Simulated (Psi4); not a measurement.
chlorotrifluoromethane (CClF$_{3}$), singlet, geometry from GFN2-xTB; MP2.5/STO-3G (Psi4 1.11).

The Psi4 input:
```
memory 2 GB

molecule mol {
0 1
F    -0.861346   -0.632540   -1.028742
C    -0.350356   -0.007744    0.018897
F    -0.844074    1.218756    0.050069
F    -0.745765   -0.640392    1.110886
Cl    1.421341    0.031415   -0.076664
}

set {
  basis sto-3g
  reference rhf
}

energy('mp2.5')
print_variables()
```

It wrote (shortened):

```
    Information: MP2.5 default algorithm changed to DF in August 2020. Use `set mp_type conv` for previous behavior.
    For method 'MP2.5', SCF Algorithm Type (re)set to DISK_DF.

   => Loading Basis Set <=

    Name: STO-3G
    Role: ORBITAL
    Keyword: BASIS

         ---------------------------------------------------------
                                   SCF
               by Justin Turney, Rob Parrish, Andy Simmonett
                          and Daniel G. A. Smith
                              RHF Reference
         ---------------------------------------------------------

  ==> Geometry <==

    Molecular point group: c1
    Full point group: C1

    Geometry (in Angstrom), charge = 0, multiplicity = 1:

       Center              X                  Y                   Z               Mass
    ------------   -----------------  -----------------  -----------------  -----------------
         F           -0.851051973447    -0.632312623518    -1.029297458820    18.998403162730
         C           -0.340061973447    -0.007516623518     0.018341541180    12.000000000000
         F           -0.833779973447     1.218983376482     0.049513541180    18.998403162730
         F           -0.735470973447    -0.640164623518     1.110330541180    18.998403162730
         CL           1.431635026553     0.031642376482    -0.077219458820    34.968852682000

  Running in c1 symmetry.

  Rotational constants: A =      0.19326  B =      0.10936  C =      0.10936 [cm^-1]
  Rotational constants: A =   5793.65019  B =   3278.59444  C =   3278.59438 [MHz]
  Nuclear repulsion =  250.095110784405790

  Charge       = 0
  Multiplicity = 1
  Electrons    = 50
  Nalpha       = 25
  Nbeta        = 25

  ==> Algorithm <==

  SCF Algorithm Type is DISK_DF.
  DIIS enabled.
  MOM disabled.
  Fractional occupation disabled.
  Guess Type is SAD.
  Energy threshold   = 1.00e-08
  Density threshold  = 1.00e-08
  Integral threshold = 1.00e-12

  ==> Primary Basis <==

  Basis Set: STO-3G
    Blend: STO-3G
    Number of shells: 17
    Number of basis functions: 29
    Number of Cartesian functions: 29
    Spherical Harmonics?: true
    Max angular momentum: 1

   => Loading Basis Set <=

    Name: (STO-3G AUX)
    Role: JKFIT
    Keyword: DF_BASIS_SCF

  ==> Integral Setup <==

  ==> DiskDFJK: Density-Fitted J/K Matrices <==

    J tasked:                  Yes
    K tasked:                  Yes
    wK tasked:                  No
    Integrals threads:           1
    Algorithm:                Core
    Integral Cache:           SAVE
    Schwarz Cutoff:          1E-12
    Fitting Condition:       1E-10

   => Auxiliary Basis Set <=

  Basis Set: (STO-3G AUX)
    Blend: DEF2-UNIVERSAL-JKFIT
    Number of shells: 138
    Number of basis functions: 434
    Number of Cartesian functions: 523
    Spherical Harmonics?: true
    Max angular momentum: 4

  Minimum eigenvalue in the overlap matrix is 3.0140834616E-01.
  Reciprocal condition number of the overlap matrix is 1.6246845200E-01.
    Using symmetric orthogonalization.

  ==> Pre-Iterations <==

  SCF Guess: Superposition of Atomic Densities via on-the-fly atomic UHF (no occupation information).

   -------------------------
    Irrep   Nso     Nmo
   -------------------------
     A         29      29
   -------------------------
    Total      29      29
   -------------------------

  ==> Iterations <==

                           Total Energy        Delta E     RMS |[F,P]|

   @DF-RHF iter SAD:  -784.48014268167901   -7.84480e+02   0.00000e+00
   @DF-RHF iter   1:  -785.83026986075311   -1.35013e+00   2.13223e-02 ADIIS/DIIS
   @DF-RHF iter   2:  -786.07501038659495   -2.44741e-01   6.95283e-03 ADIIS/DIIS
   @DF-RHF iter   3:  -786.09924589398861   -2.42355e-02   9.78960e-04 ADIIS/DIIS
   @DF-RHF iter   4:  -786.10035914056607   -1.11325e-03   1.19965e-04 ADIIS/DIIS
   @DF-RHF iter   5:  -786.10037540071539   -1.62601e-05   2.18231e-05 DIIS
[...]
  @DF-RHF Final Energy:  -786.10037591844002
    Total Energy =                       -786.1003759184400224
  DIE_IF_NOT_CONVERGED          => (empty)
[...]
  PCG_MAXITER                   => (empty)
  PCM                           => (empty)
  PE                            => (empty)
  PPL_TYPE                      => (empty)
  PRINT                         => (empty)
  PRINT_NOONS                   => (empty)
  PROPERTIES                    => (empty)
  PROPERTIES_ORIGIN             => (empty)
  PUREAM                        => (empty)
  QCHF                          => (empty)
  QC_MODULE                     => (empty)
  RAS1                          => (empty)
  RAS2                          => (empty)
  RAS3                          => (empty)
  RAS4                          => (empty)
  READ_SCF_3INDEX               => (empty)
  REGULARIZATION                => (empty)
  REG_PARAM                     => (empty)
  RELATIVISTIC                  => (empty)
  REMP_A                        => (empty)
  RESTRICTED_DOCC               => (empty)
  RESTRICTED_UOCC               => (empty)
  RMS_MOGRAD_CONVERGENCE        => (empty)
  R_CONVERGENCE                 => (empty)
  SCF_TYPE                      => DISK_DF         !
  SCREENING                     => (empty)
  SCS_TYPE                      => (empty)
  SOCC                          => (empty)
  SOS_TYPE                      => (empty)
  TRIPLES_IABC_TYPE             => (empty)
  WFN                           => (empty)
  WFN_TYPE                      => DF-OMP2.5       !
  WRITER_FILE_LABEL             => (empty)
  ZORA_BASIS_TOLERANCE          => (empty)
  ZORA_NR_DEBUG                 => (empty)
  ZORA_PRUNING_SCHEME           => (empty)
  ZORA_RADIAL_POINTS            => (empty)
  ZORA_SPHERICAL_POINTS         => (empty)

	For this residual convergence, default PCG convergence is:     1.00e-07
	For this energy convergence, default residual convergence is:     3.16e-07

 ==============================================================================
 ==============================================================================
 ==============================================================================

                    DF-MP2.5
              Program Written by Ugur Bozkaya
              Latest Revision September 9, 2017

 ==============================================================================
 ==============================================================================
 ==============================================================================

	MO spaces...

	 FC   OCC   VIR   FV
	----------------------
	  0   25     4    0

	Number of basis functions in the DF-CC basis: 254

	Total memory requirement for DF+CC int:      1.74 MB

	Computing DF-MP2 energy ...
	=======================================================================
	Nuclear Repulsion Energy (a.u.)    :   250.09511078440579
	DF-HF Energy (a.u.)                :  -786.10037591844002
	REF Energy (a.u.)                  :  -786.10037591844002
	DF-MP2 Correlation Energy (a.u.)   :    -0.10829198857929
	DF-MP2 Total Energy (a.u.)         :  -786.20866790701928
	=======================================================================

	=======================================================================
	================ MP2.5 FINAL RESULTS ==================================
	=======================================================================
	Nuclear Repulsion Energy (a.u.)    :   250.09511078440579
	SCF Energy (a.u.)                  :  -786.10037591844002
	REF Energy (a.u.)                  :  -786.10037591844002
	DF-MP3 Correlation Energy (a.u.)   :    -0.12406261978651
	DF-MP3 Total Energy (a.u.)         :  -786.22443853822654
	DF-MP2.5 Correlation Energy (a.u.) :    -0.11617730418286
	DF-MP2.5 Total Energy (a.u.)       :  -786.21655322262291
	=======================================================================

  Variable Map:
  ----------------------------------------------------------------------------
[...]
  Array Variable Map:
  ----------------------------------------------------------------------------
[...]
[...]
```
